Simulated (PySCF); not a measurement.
SMILES [SiH3]c1ccc(cc1)Cl, GFN2-xTB optimised geometry.

```
15

Si     1.36    -2.35     0.00
C      0.40    -0.73     0.00
C     -0.99    -0.73     0.00
C     -1.71     0.45     0.00
C     -1.04     1.66     0.00
Cl    -1.93     3.14     0.00
C      0.35     1.70     0.00
C      1.05     0.51     0.00
H      1.04    -3.09     1.22
H      0.96    -3.14    -1.17
H      2.79    -2.06    -0.05
H     -1.52    -1.67     0.00
H     -2.79     0.44     0.00
H      0.86     2.64     0.00
H      2.13     0.54     0.00
```

Density from PySCF 2.14.0 with PBE0/def2-TZVP at that geometry.

Minimum of the electron density along straight lines between bonded atoms, close to the bond critical point (lines longer than 1.1 times the sum of covalent radii, or with two minima, are not listed):

| bond | length / Å | ρ at the minimum / e bohr⁻³ | ∇²ρ there / e bohr⁻⁵ | position (fraction from the first atom) |
|---|---|---|---|---|
| Si1–C2 | 1.888 | 0.118 | 0.21 | 0.39 |
| C2–C3 | 1.392 | 0.316 | -0.92 | 0.49 |
| C3–C4 | 1.382 | 0.322 | -0.96 | 0.50 |
| C4–C5 | 1.386 | 0.322 | -0.96 | 0.48 |
| C5–Cl6 | 1.730 | 0.207 | … | 0.42 |
| C5–C7 | 1.385 | 0.322 | -0.96 | 0.52 |
| C2–C8 | 1.391 | 0.316 | -0.92 | 0.50 |
| C7–C8 | 1.383 | 0.322 | -0.96 | 0.50 |
| Si1–H9 | 1.465 | 0.124 | 0.19 | 0.49 |
| Si1–H10 | 1.465 | 0.124 | 0.19 | 0.49 |
| Si1–H11 | 1.463 | 0.124 | 0.20 | 0.49 |
| C3–H12 | 1.081 | 0.288 | -1.03 | 0.65 |
| C4–H13 | 1.079 | 0.289 | -1.04 | 0.65 |
| C7–H14 | 1.079 | 0.289 | -1.04 | 0.65 |
| C8–H15 | 1.080 | 0.289 | -1.04 | 0.65 |

Problem. Complete the blanks.

Solution. 
- C5–Cl6, ∇²ρ there / e bohr⁻⁵: -0.34
